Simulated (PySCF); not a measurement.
# Correlation energy of P (phosphorus, neutral)

[Ne] 3s1 3p3 4s1, high-spin 6S determinant (an excited configuration). All numbers are calculated (PySCF 2.14, scalar relativity by spin-free X2C-1e, in aug-cc-pCVTZ-DK (8s7p5d3f, 75 functions)). Frozen: [Ne]; 5 electrons correlated.

```json
{"level": "CCSD", "correlation energy (mhartree)": "-42.24"}
{"level": "(T)", "correlation energy (mhartree)": "-0.93"}
{"level": "CCSD(T)", "correlation energy (mhartree)": "-43.17"}
```

Diagnostics: T1 = 0.0078, D1 = 0.0242, largest double amplitude 0.032.

**Question.** Is a single reference adequate?

**Answer.** Yes: T1 lies below 0.03 and no double amplitude reaches 0.07.
